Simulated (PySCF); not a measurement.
Si(H)(Cl)(Me)(NH2) (CH₆ClNSi), SMILES C[SiH](N)Cl.

Coordinates come from a B3LYP-D3(BJ)/def2-SVP optimisation. The values are those of a single conformer.

Method: TDA-LC-ωPBE/def2-SVPD run with PySCF.

Vertical excitations. Gas-phase values at a fixed geometry.

Computed UV-visible absorptions:
| state | energy (eV) | λ (nm) | f | main pairs |
|---|---|---|---|---|
| S1 | 7.55 | 164 | 0.055 | HOMO→LUMO 68 %, HOMO→LUMO+1 16 % |
| S2 | 8.58 | 145 | 0.031 | HOMO−1→LUMO+2 58 %, HOMO−1→LUMO 12 % |
| S3 | 8.69 | 143 | 0.088 | HOMO→LUMO+2 54 %, HOMO−2→LUMO+2 11 % |
| S4 | 8.90 | 139 | 0.025 | HOMO→LUMO+3 21 %, HOMO→LUMO+10 19 %, HOMO−2→LUMO+2 14 %, HOMO→LUMO+1 13 % |
| S5 | 8.94 | 139 | 0.004 | HOMO→LUMO+1 24 %, HOMO→LUMO+3 18 %, HOMO−1→LUMO 16 %, HOMO→LUMO+8 8 % |
| S6 | 8.99 | 138 | 0.018 | HOMO−1→LUMO 35 %, HOMO−1→LUMO+2 10 %, HOMO−1→LUMO+1 9 %, HOMO→LUMO+3 8 % |
| S7 | 9.20 | 135 | 0.153 | HOMO−1→LUMO+1 23 %, HOMO−2→LUMO 15 %, HOMO−2→LUMO+2 15 %, HOMO−1→LUMO 8 % |
| S8 | 9.22 | 134 | 0.064 | HOMO−1→LUMO+1 25 %, HOMO−2→LUMO+2 17 %, HOMO−1→LUMO 10 %, HOMO→LUMO+2 7 % |
| S9 | 9.49 | 131 | 0.058 | HOMO−2→LUMO 40 %, HOMO−2→LUMO+2 10 % |
| S10 | 9.68 | 128 | 0.024 | HOMO→LUMO+7 41 %, HOMO→LUMO+3 9 % |
| T1 | 7.05 | 176 | 0 | HOMO→LUMO 59 %, HOMO→LUMO+1 18 % |
| T2 | 7.86 | 158 | 0 | HOMO→LUMO+2 58 %, HOMO→LUMO+4 9 % |
| T3 | 8.02 | 155 | 0 | HOMO−1→LUMO+2 62 % |
| T4 | 8.41 | 147 | 0 | HOMO−2→LUMO+2 54 % |
Triplets are in the Tamm–Dancoff approximation.
